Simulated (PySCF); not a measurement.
A structure optimised at B3LYP-D3(BJ)/def2-SVPD, used in a PySCF frequency run:

```xyz
7

Ta     0.0000     0.0000     0.0000
F      0.0000     1.9329     0.0000
F      0.0000    -1.9329     0.0000
F      0.0000     0.0000    -1.9329
F      1.9329     0.0000     0.0000
F     -1.9329     0.0000     0.0000
F      0.0000     0.0000     1.9329
```
Charge -1, spin multiplicity 1.

Q: Write its SMILES, formula and point group.

A: [F][Ta-]([F])([F])([F])([F])[F], F₆Ta, Oh

Q: What are its rotational constants (standard atomic weights)?

A: 1.7801, 1.7801, 1.7801 GHz
